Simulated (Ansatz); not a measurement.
Molecule: C₅H₁₁O, net charge 0, doublet state. It need not be the lowest isomer of its formula. SMILES: O[C](CC)CC
Structure (B3LYP-D3(BJ)/def2-TZVP (Ansatz, an electronic-structure program) minimum search):
```xyz
17

C      1.8399    -0.6053    -0.8154
C      1.2711     0.7164    -0.2583
C     -0.0321     0.5936     0.4563
C     -1.3567     0.5439    -0.2201
C     -1.8097    -0.8634    -0.6577
O     -0.0285    -0.0713     1.6684
H      1.1959    -1.0119    -1.5953
H      1.9227    -1.3569    -0.0283
H      2.8333    -0.4512    -1.2424
H      1.1562     1.4330    -1.0750
H      2.0148     1.1523     0.4233
H     -2.1124     0.9499     0.4611
H     -1.3271     1.2058    -1.0890
H     -1.8174    -1.5424     0.1953
H     -2.8173    -0.8306    -1.0774
H     -1.1431    -1.2793    -1.4145
H      0.8476    -0.0096     2.0655
```
Charge 0, spin multiplicity 2.

Quantity: atomisation energy (electronic, to ground-state atoms), in eV. Valence correlation only, unless marked. Open shells are spin-unrestricted. Spin-orbit coupling is left out. No relativistic terms. The coupled-cluster limit lacks core correlation, which all-electron functionals hold. CBS(X,Y): correlation extrapolated as X^-3; Hartree-Fock from the larger set. [CCSD(T)-MP2]/basis is that difference in the basis named.

| level | program | atomisation energy (eV) |
|---|---|---|
| HF/cc-pVTZ | Ansatz | 51.61 |
| PBE-D3(BJ)/def2-TZVPD | Ansatz + dftd3 | 70.67 |
| BLYP-D4/def2-TZVPD | Ansatz + dftd4 | 68.94 |
| revPBE-D4/def2-TZVPD | Ansatz + dftd4 | 69.09 |
| B3LYP-D3(BJ)/def2-TZVPD | Ansatz + dftd3 | 69.26 |
| B3LYP/def2-TZVPD | Ansatz | 68.67 |
| PBE0/6-31G* | Ansatz | 69.50 |

Problem. Predict the RI-MP2/CBS(cc-pVTZ,cc-pVQZ)+[CCSD(T)-MP2]/cc-pVTZ result (Ansatz).

Solution. 69.14 eV
